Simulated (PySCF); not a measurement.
Dipole response of F³⁺ (fluorine, charge +3)

[He] 2s2 2p2, high-spin 3P determinant. Computed with PySCF 2.14 in dyall-av3z, with the spin-free X2C one-electron Hamiltonian (Gaussian nucleus). Coupled (time-dependent) response in atomic units; α is the mean over directions.

```csv
method,mean α (bohr³),"α xx, yy, zz",C₆ (like pair),S(−4)
UHF,0.9753,"1.067, 0.9296, 0.9296",0.8663,1.326
PBE,0.9373,"1.035, 0.8886, 0.8886",0.8466,1.048
PBE0,0.9406,"1.038, 0.8919, 0.8919",0.8464,1.080
BP86,0.9354,"1.032, 0.8869, 0.8869",0.8455,1.037
BHandHLYP,0.9316,"1.033, 0.8810, 0.8810",0.8355,1.051
```

S(−4) is the Cauchy moment in α(ω) = α(0) + S(−4) ω² + …

α(iu) at UHF:

```csv
u (hartree),α(iu) (bohr³)
0,0.9753
0.0500,0.9720
0.100,0.9624
0.200,0.9272
0.300,0.8775
0.500,0.7642
0.750,0.6353
1.00,0.5344
1.50,0.3968
2.00,0.3086
3.00,0.2017
5.00,0.1035
```

A single London oscillator, α(iu) = α/(1 + u²/ω²), gives C₆ = (3/4) ω α². Matching the computed C₆ needs ω = 4 × 0.8663 / (3 × 0.9753²) = 1.21 hartree.

For an ion, C₆ is the dispersion term alone; charge-induced terms of lower order in 1/R come first.

The components differ because the open shell of this determinant is not spherical; for a pure term their mean is the scalar polarisability.
